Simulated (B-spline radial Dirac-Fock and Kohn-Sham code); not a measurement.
# I⁷⁺: eigenvalues, ΔSCF and the reference

System: the I⁷⁺ ion, configuration 1s2 2s2 2p6 3s2 3p6 3d10 4s2 4p6 4d9 5p1 (not the ground configuration).

The density-functional columns are spherical, spin-unpolarised Dirac-Kohn-Sham results without Breit or QED terms: −ε is minus the orbital energy of the initial state and ΔSCF the difference of two total energies. The reference in the last column comes from Dirac-Fock ΔSCF + Breit + QED. All numbers are from a radial atomic solver, in eV; a selection of levels is shown. The Kohn-Sham columns are given as differences from the reference. For the 1s level of heavy atoms much of the gap between ΔSCF and the reference is the Breit and QED part, -116.1 eV here; for other levels the error of the functional can be larger.

```
level  LDA −ε − DF  LDA ΔSCF − DF  Dirac-Fock
   1s       -260.0         +105.8     33286.9
   2s       -122.1          -53.0      5312.6
2p1/2        -91.8           -6.5      4971.0
2p3/2        -95.2          -15.5      4676.1
   3s        -62.2          -36.1      1191.6
3p1/2        -50.0          -23.2      1050.4
3p3/2        -49.4          -23.5       993.7
3d3/2        -31.4           -2.9       747.5
   4s        -26.8          -13.5       306.6
4p1/2        -20.6           -7.7       255.0
4p3/2        -20.7           -8.0       243.6
   4d        -10.5           +1.2       158.3
   5p         -3.4           +2.5       86.94
```

Values without a named source are computed, but for edge energies of neutral atoms, which are taken from tables.
